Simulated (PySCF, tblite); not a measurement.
Isomers of C2H8ClSi2 (doublet state), one GFN2-xTB conformer each. Single-point energies are computed at B3LYP/pcH-1 (PySCF, gas phase, no added dispersion term), electronic only. GFN2-xTB treats the open shell by occupation alone, and not every SCF solution was tested for stability.

```tsv
SMILES	GFN2-xTB relative energy (kcal/mol)
[SiH3]C[C]([SiH3])Cl	0.0
[SiH2][C@@H](Cl)C[SiH3]	5.3
[SiH2]C[C@H]([SiH3])Cl	4.8
```

Conformers: `[SiH3:1][CH2:2][C:3]([SiH3:4])[Cl:5]` (doublet state) with Si1–C2–C3–Si4 -91°; `[SiH2:1][C@@H:2]([Cl:3])[CH2:4][SiH3:5]` (doublet state) with H–Si1–C2–Cl3 -59° and 171°, Si1–C2–C4–Si5 70°; `[SiH2:1][CH2:2][C@H:3]([SiH3:4])[Cl:5]` (doublet state) with H–Si1–C2–C3 60° and -172°, Si1–C2–C3–Si4 50°.

What does B3LYP/pcH-1 give for the same structures?

```json
{"SMILES": "[SiH3]C[C]([SiH3])Cl", "B3LYP/pcH-1 E (Eh)": "-1120.19058", "B3LYP/pcH-1 (kcal/mol)": "0.0", "GFN2-xTB (kcal/mol)": "0.0", "point group": "C1"}
{"SMILES": "[SiH2][C@@H](Cl)C[SiH3]", "B3LYP/pcH-1 E (Eh)": "-1120.18766", "B3LYP/pcH-1 (kcal/mol)": "1.8", "GFN2-xTB (kcal/mol)": "5.3", "point group": "C1"}
{"SMILES": "[SiH2]C[C@H]([SiH3])Cl", "B3LYP/pcH-1 E (Eh)": "-1120.18424", "B3LYP/pcH-1 (kcal/mol)": "4.0", "GFN2-xTB (kcal/mol)": "4.8", "point group": "C1"}
```

Both levels put the same isomer lowest; measured from each level's own lowest isomer, the values differ by up to 3.5 kcal/mol ([SiH2][C@@H](Cl)C[SiH3]: 5.3 against 1.8). Neighbours under 5.0 kcal/mol apart ([SiH3]C[C]([SiH3])Cl and [SiH2][C@@H](Cl)C[SiH3]; [SiH2][C@@H](Cl)C[SiH3] and [SiH2]C[C@H]([SiH3])Cl) can change places with a better method, another conformer or zero-point energy.

What happens when harmonic zero-point energies from GFN2-xTB frequencies are added?

| SMILES | ZPE (kcal/mol) | electronic (kcal/mol) | with ZPE (kcal/mol) |
| --- | --- | --- | --- |
| [SiH3]C[C]([SiH3])Cl | 50.4 | 0.0 | 0.0 |
| [SiH2][C@@H](Cl)C[SiH3] | 52.8 | 1.8 | 4.3 |
| [SiH2]C[C@H]([SiH3])Cl | 52.9 | 4.0 | 6.5 |

The zero-point energies span 2.5 kcal/mol. The order is unchanged.
